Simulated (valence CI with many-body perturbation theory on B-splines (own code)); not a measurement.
# Level structure of Co20+

Computed by valence CI with perturbative core correlation (CI+MBPT): five valence electrons over a frozen Dirac-Fock core [He], a basis of 11 s, 11 p, 10 d, 8 f, 5 g, 2 h functions for each j, with the one-electron correlation potential Σ1 (screened to all orders), the two-electron term Σ2, the three-electron term Σ3, Breit, model QED; selected single and double excitations, second order for the rest, scaled by the run's own slope (own B-spline code, finite nucleus).

No measured levels were compared; by estimate levels of excited configurations hold to 0.05 to 0.15 % of their energy, terms of the ground configuration to about 0.5 %. Among the levels kept, up to 5400 cm⁻¹ of a level comes from second order outside the variational space, and about a tenth of that is noise between levels of different J, which matters for small intervals.

Levels 46 to 90 of 204, with energies above the lowest level, 2s2 2p3 4S°_3/2. "Leading %" is the weight of the configuration and term that name the level; weights of strongly mixed levels are sums over their largest components and can fall short. Lifetimes count E1, E2, E3, M1 and M2 decay at the calculated energies, and are blank where another channel may lead or the interval is too uncertain; long ones can be off by a factor of two.

| No. | Configuration | Term | J | E (eV) | Leading % | g | Second component | Lifetime |
| --- | --- | --- | --- | --- | --- | --- | --- | --- |
| 46 | 2s2 2p2 3d | 4F | 7/2 | 1044.9 | 69 | 1.279 | 25 % 2s2 2p2 3d 4D | 2.37 ps |
| 47 | 2s2 2p2 3d | 4F | 5/2 | 1045.6 | 44 | 1.050 | 35 % 2s2 2p2 3d 2F | 262 fs |
| 48 | 2s2 2p2 3d | 4D | 1/2 | 1045.7 | 81 | 0.177 | 14 % 2s2 2p2 3d 2P | 478 fs |
| 49 | 2s2 2p2 3p | 2P° | 3/2 | 1048.8 | 48 | 1.446 | 30 % 2s 2p3 3s 4S° | 837 fs |
| 50 | 2s2 2p2 3d | 4D | 3/2 | 1049.2 | 49 | 1.253 | 28 % 2s2 2p2 3d 2P | 139 fs |
| 51 | 2s2 2p2 3d | 2F | 7/2 | 1049.5 | 37 | 1.241 | 35 % 2s2 2p2 3d 4D | 144 ps |
| 52 | 2s2 2p2 3d | 2F | 5/2 | 1049.6 | 51 | 1.156 | 29 % 2s2 2p2 3d 4P | 89.8 fs |
| 53 | 2s2 2p2 3d | 4F | 9/2 | 1050.1 | 79 | 1.288 | 19 % 2s2 2p2 3d 2G | 352 ps |
| 54 | 2s 2p3 3s | 4S° | 3/2 | 1051.8 | 51 | 1.751 | 20 % 2s2 2p2 3p 2P° | 465 fs |
| 55 | 2s2 2p2 3p | 2P° | 1/2 | 1054.3 | 91 | 0.667 |  | 11.3 ps |
| 56 | 2s2 2p2 3d | 4P | 5/2 | 1054.3 | 37 | 1.404 | 37 % 2s2 2p2 3d 4D | 57.3 fs |
| 57 | 2s2 2p2 3d | 4P | 3/2 | 1055.9 | 68 | 1.556 | 12 % 2s2 2p2 3d 2P | 40.7 fs |
| 58 | 2s2 2p2 3d | 4P | 1/2 | 1056.5 | 49 | 1.848 | 33 % 2s2 2p2 3d 2P | 51.2 fs |
| 59 | 2s2 2p2 3p | 2P° | 3/2 | 1056.6 | 76 | 1.318 | 7 % 2s2 2p2 3p 2D° | 7.96 ps |
| 60 | 2s2 2p2 3d | 2P | 1/2 | 1057.4 | 55 | 1.194 | 30 % 2s2 2p2 3d 4P | 51.1 fs |
| 61 | 2s2 2p2 3d | 2F | 7/2 | 1059.0 | 41 | 1.140 | 29 % 2s2 2p2 3d 2G | 94.4 fs |
| 62 | 2s2 2p2 3d | 2D | 5/2 | 1061.4 | 71 | 1.116 | 25 % 2s2 2p2 3d 2F | 35.4 fs |
| 63 | 2s2 2p2 3d | 2D | 3/2 | 1061.5 | 82 | 0.847 | 9 % 2s2 2p2 3d 2P | 67.5 fs |
| 64 | 2s 2p3 3p | 6P | 3/2 | 1064.7 | 92 | 2.347 |  | 10.0 ps |
| 65 | 2s 2p3 3p | 6P | 5/2 | 1065.6 | 87 | 1.837 | 10 % 2s 2p3 3p 4P | 2.22 ps |
| 66 | 2s2 2p2 3d | 2F | 7/2 | 1067.8 | 38 | 1.181 | 31 % 2s2 2p2 3d 2G | 411 fs |
| 67 | 2s 2p3 3p | 6P | 7/2 | 1068.5 | 80 | 1.602 | 6 % 2s2 2p2 3d 2F | 4.39 ps |
| 68 | 2s2 2p2 3d | 2G | 9/2 | 1070.2 | 80 | 1.152 | 19 % 2s2 2p2 3d 4F | 315 ps |
| 69 | 2s2 2p2 3d | 2D | 3/2 | 1072.0 | 75 | 0.918 | 7 % 2s2 2p2 3d 4P | 48.9 fs |
| 70 | 2s2 2p2 3d | 2D | 5/2 | 1072.4 | 50 | 1.152 | 23 % 2s2 2p2 3d 2F | 41.8 fs |
| 71 | 2s2 2p2 3d | 2P | 1/2 | 1074.2 | 86 | 0.784 | 5 % 2s2 2p2 3d 2S | 65.5 fs |
| 72 | 2s2 2p2 3d | 2F | 7/2 | 1075.2 | 66 | 1.087 | 25 % 2s2 2p2 3d 2G | 34.5 fs |
| 73 | 2s 2p3 3s | 4D° | 3/2 | 1075.4 | 80 | 1.285 | 13 % 2s 2p3 3s 4P° | 534 fs |
| 74 | 2s 2p3 3s | 4D° | 1/2 | 1075.5 | 85 | 0.193 | 8 % 2s 2p3 3s 2P° | 501 fs |
| 75 | 2s 2p3 3s | 4D° | 5/2 | 1075.7 | 78 | 1.412 | 16 % 2s 2p3 3s 4P° | 524 fs |
| 76 | 2s 2p3 3p | 4P | 3/2 | 1076.3 | 89 | 1.725 |  | 190 fs |
| 77 | 2s 2p3 3p | 4P | 5/2 | 1076.5 | 85 | 1.593 | 9 % 2s 2p3 3p 6P | 164 fs |
| 78 | 2s 2p3 3p | 4P | 1/2 | 1077.6 | 95 | 2.592 |  | 201 fs |
| 79 | 2s2 2p2 3d | 2S | 1/2 | 1078.8 | 78 | 2.003 | 12 % 2s2 2p2 3d 4P | 57.4 fs |
| 80 | 2s 2p3 3s | 4D° | 7/2 | 1079.3 | 98 | 1.425 |  | 488 fs |
| 81 | 2s2 2p2 3d | 2P | 3/2 | 1079.5 | 79 | 1.306 | 8 % 2s2 2p2 3d 4P | 46.0 fs |
| 82 | 2s2 2p2 3d | 2D | 5/2 | 1079.5 | 56 | 1.088 | 35 % 2s2 2p2 3d 2F | 43.9 fs |
| 83 | 2s 2p3 3s | 2D° | 3/2 | 1084.4 | 76 | 0.937 | 14 % 2s 2p3 3s 2P° | 410 fs |
| 84 | 2s 2p3 3s | 2D° | 5/2 | 1087.2 | 81 | 1.244 | 8 % 2s 2p3 3s 4D° | 362 fs |
| 85 | 2s2 2p2 3d | 2D | 5/2 | 1090.1 | 81 | 1.181 | 7 % 2s2 2p2 3d 2F | 61.6 fs |
| 86 | 2s2 2p2 3d | 2D | 3/2 | 1091.5 | 91 | 0.802 |  | 47.5 fs |
| 87 | 2s 2p3 3s | 4P° | 1/2 | 1094.4 | 92 | 2.522 | 5 % 2s 2p3 3s 4D° | 537 fs |
| 88 | 2s 2p3 3s | 4P° | 3/2 | 1096.1 | 75 | 1.613 | 12 % 2s 2p3 3s 4D° | 538 fs |
| 89 | 2s 2p3 3d | 6D° | 1/2 | 1098.4 | 96 | 3.290 |  | 6.98 ps |
| 90 | 2s 2p3 3d | 6D° | 3/2 | 1098.4 | 96 | 1.847 |  | 5.49 ps |

Names give the largest LS component (configuration and term), which can be under half, so a name can repeat, a term be missing and a line seem to break the LS rules; names also repeat where a configuration has a term twice.

Where two levels of one J and parity lie close, their mixing, g and order are uncertain.
